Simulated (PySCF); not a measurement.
# One molecule, several mistakes: FHO2Si

Calculated results; nothing here was measured. They come from PySCF 2.14.0, an open-source quantum chemistry program, on an isolated molecule that a program drew, which may never have been made. The molecule is FHO2Si (charge 0, singlet), drawn as the SMILES string `O=[Si](O)F`.

Each row is a Hartree-Fock (HF) and frozen-core CCSD(T) single point in the cc-pV(D+d)Z basis, meant for a local HF minimum. Run 1 is clean. Each other run has one planted mistake out of seven kinds, and not every kind appears here: one electron removed, one electron added, multiplicity raised by two, geometry at a saddle point, minimal basis STO-3G, one bond length entered in bohr, all coordinates scaled. The reference is restricted for singlets and unrestricted otherwise, and also for a bond in bohr. Adding or removing an electron swaps singlet and doublet. Electrons count all cores. HOMO and LUMO are orbital energies over both spins, the gradient is its largest component, and the lowest frequency (negative if imaginary) is given only where the gradient is small. Bond lengths are over the 4 bonds as drawn. T1 is the CCSD diagnostic: over 0.02 (restricted) or 0.045 (unrestricted) a single reference is doubtful.

Geometry of the clean run:
```xyz
5
FHO2Si, angstrom
O    -2.7931    0.5396    1.7752
Si   -1.9565   -0.1359    0.7551
O    -1.6670    0.3159   -0.7489
F    -1.1591   -1.4886    0.9724
H    -1.1089   -0.2081   -1.3071
```

| run | electrons | basis functions | <S^2> | HOMO (eV) | LUMO (eV) | gradient (hartree/bohr) | lowest frequency (cm^-1) | mean bond (Å) | longest bond (Å) | T1 | HF (hartree) | CCSD(T) (hartree) | mistake |
|---|---|---|---|---|---|---|---|---|---|---|---|---|---|
| 1 | 40 | 70 | 0.000 | -12.80 | 2.56 | 7.6e-06 | 351 | 1.4029 | 1.597 | 0.0163 | -538.79687 | -539.46449 | no fault |
| 2 | 39 | 70 | 0.755 | -22.09 | -7.86 | 1.5e-01 | - | 1.4029 | 1.597 | 0.0168 | -538.43130 | -539.04815 | one electron removed |
| 3 | 40 | 25 | 0.000 | -7.83 | 8.25 | 4.2e-02 | - | 1.4029 | 1.597 | 0.0206 | -531.85229 | -532.03409 | minimal basis STO-3G |
| 4 | 40 | 70 | 2.011 | -5.79 | -0.33 | 1.4e-01 | - | 1.4029 | 1.597 | 0.0283 | -538.62209 | -539.25198 | multiplicity raised by two |
| 5 | 40 | 70 | 0.000 | -12.72 | 2.30 | 2.9e-02 | - | 1.4352 | 1.634 | 0.0175 | -538.79302 | -539.46733 | ? |

**Which mistake was planted in run 5, and what did it cost?**

The mean and the longest bond both change by the same factor, 1.023, and the gradient is no longer small. So the mistake is: all coordinates scaled. Subtracting run 1 and multiplying by 627.51 kcal/mol a hartree, the energy moved by 2.4 kcal/mol in HF and -1.8 kcal/mol in CCSD(T).

Cautions from the logs. Run 3: T1 is over the limit, so its CCSD(T) energy is less reliable.
